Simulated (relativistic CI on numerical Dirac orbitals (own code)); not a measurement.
# Line list: Electric-dipole lines, In XX

Calculated at this level of theory: Dirac-Coulomb-Breit CI, KLI orbitals optimised for each configuration, model QED (radiative potential, 1s self-energy scaled to tabulated hydrogen-like ionisation energies), unscaled Slater integrals (own radial code, finite nucleus).

Configuration list (outside the closed core [Ar] 3d10): 4s², 4s4p, 4p², 4s4d, 4d², 4s4f, 4p4d, 4f², 4p4f, 4d4f, 4s5s, 4s5p, 4s5d, 4s5f, 4s5g, 4s6s. Levels of other configurations are missing.

| λ vac (nm) | Lower | Upper | A (s⁻¹) | log gf | S velocity/length |
| --- | --- | --- | --- | --- | --- |
| 8.5973 | 4s4f ³F°2 [27] | 4s5g ³G3 [86] | 7.97e+11 | 0.79 | 0.94 |
| 8.6027 | 4s4f ³F°3 [28] | 4s5g ³G4 [87] | 8.12e+11 | 0.91 | 0.94 |
| 8.6107 | 4s4f ³F°4 [29] | 4s5g ³G5 [88] | 8.65e+11 | 1.02 | 0.94 |
| 8.9819 | 4s4f ¹F°3 [30] | 4s5g ¹G4 [89] | 7.52e+11 | 0.91 | 0.93 |
| 15.051 | 4p4d ¹F°3 [25] | 4p4f ¹G4 [54] | 1.91e+11 | 0.77 | 1.00 |
| 15.086 | 4s4p ³P°1 [3] | 4s4d ³D2 [12] | 9.76e+10 | 0.22 | 0.99 |
| 15.124 | 4p4d ³F°3 [16] | 4p4f ³G4 [40] | 7.92e+10 | 0.39 | 1.00 |
| 15.170 | 4p² ³P0 [6] | 4p4d ³D°1 [18] | 1.47e+11 | 0.18 | 1.00 |
| 15.222 | 4p² ¹D2 [8] | 4p4d ³D°3 [22] | 1.28e+11 | 0.49 | 0.99 |
| 15.647 | 4p4d ³D°1 [18] | 4d² ³F2 [41] | 1.86e+11 | 0.53 | 1.01 |
| 15.754 | 4p4d ³F°4 [19] | 4p4f ³G5 [45] | 9.63e+10 | 0.60 | 0.99 |
| 16.019 | 4s4d ³D1 [11] | 4s4f ³F°2 [27] | 1.13e+11 | 0.34 | 1.00 |
| 16.115 | 4p² ³P2 [9] | 4p4d ¹F°3 [25] | 1.14e+11 | 0.49 | 0.99 |
| 16.132 | 4p4d ¹D°2 [20] | 4p4f ¹F3 [46] | 1.27e+11 | 0.54 | 1.01 |
| 16.133 | 4s4d ³D2 [12] | 4s4f ³F°3 [28] | 1.19e+11 | 0.51 | 1.00 |
| 16.175 | 4p4d ³D°3 [22] | 4p4f ³F4 [47] | 1.90e+11 | 0.83 | 1.01 |
| 16.350 | 4s4d ³D3 [13] | 4s4f ³F°4 [29] | 1.32e+11 | 0.68 | 1.00 |
| 16.352 | 4p4d ³D°2 [24] | 4p4f ³F3 [48] | 1.27e+11 | 0.55 | 1.01 |
| 16.441 | 4s4p ³P°2 [4] | 4s4d ³D3 [13] | 1.04e+11 | 0.47 | 0.99 |
| 16.588 | 4s4d ¹D2 [14] | 4s4f ¹F°3 [30] | 1.88e+11 | 0.74 | 1.00 |
| 16.970 | 4p² ³P2 [9] | 4p4d ³D°2 [24] | 7.86e+10 | 0.23 | 0.99 |
| 17.048 | 4s4p ¹P°1 [5] | 4s4d ¹D2 [14] | 1.54e+11 | 0.53 | 0.99 |
| 17.163 | 4p4f ³F4 [47] | 4d4f ³G°5 [74] | 1.87e+11 | 0.96 | 1.06 |
| 17.553 | 4d4f ³G°5 [74] | 4f² ³H6 [94] | 1.48e+11 | 0.95 | 1.12 |
| 17.868 | 4p4f ¹G4 [54] | 4d4f ¹H°5 [84] | 2.29e+11 | 1.08 | 1.16 |
| 18.268 | 4p4f ³G5 [45] | 4d4f ³H°6 [65] | 7.98e+10 | 0.72 | 1.10 |
| 18.501 | 4d4f ¹H°5 [84] | 4f² ¹I6 [100] | 1.56e+11 | 1.02 | 1.25 |
| 21.503 | 4s² ¹S0 [1] | 4s4p ¹P°1 [5] | 6.31e+10 | 0.12 | 0.98 |
| 21.665 | 4s4f ¹F°3 [30] | 4p4f ¹G4 [54] | 6.86e+10 | 0.64 | 1.11 |
| 22.001 | 4s4p ³P°2 [4] | 4p² ³P2 [9] | 3.29e+10 | 0.08 | 0.98 |

Terms are leading LS components. Brackets give the number of a level in order of energy, since labels repeat. The list gives strong lines, with weight on those to low levels. Levels whose partners in the same complex of configurations lie outside the list can be far off, and so can their lines. Rates are taken at the computed energies, electric ones in the length gauge. A velocity-to-length ratio far from 1 marks an uncertain rate.

At this charge energies of transitions that change n are usually good to better than 1 %, and those within a shell (Δn = 0) to a few per cent.

LS names give the leading component of a level, which can be under half, so a name can repeat, a term be missing and a line seem to break the LS rules.
